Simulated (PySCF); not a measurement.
Caution: the highest occupied level lies above zero, so the state may not be bound. This triplet lies within 0.05 eV of the relaxed singlet at the level B3LYP-D3(BJ)/def2-TZVPD (PySCF).

B3LYP has the VWN-RPA correlation part, as in Gaussian. 

# C3H4B, SMILES `C#C[B-]C` (near-degenerate triplet) (charge -1, multiplicity 3)

All values below come from B3LYP-D3(BJ)/def2-TZVPD run with PySCF.

```
Property                                               Value
-----------------------------  -----------------------------
highest occupied spin orbital                        1.12 eV
total energy                                    -141.5307 Ha
cost                           very roughly 120 core-seconds
```

```xyz
8

C      2.3893    -0.4299     0.8614
C      1.1477    -0.4347     0.5928
B     -0.2688    -0.4255     0.4322
C     -1.4216     0.3700    -0.2968
H      3.3300    -0.8305     0.5213
H     -1.0212     1.1808    -0.9291
H     -2.1233     0.8363     0.4069
H     -2.0321    -0.2664    -0.9490
```
Charge -1, spin multiplicity 3.
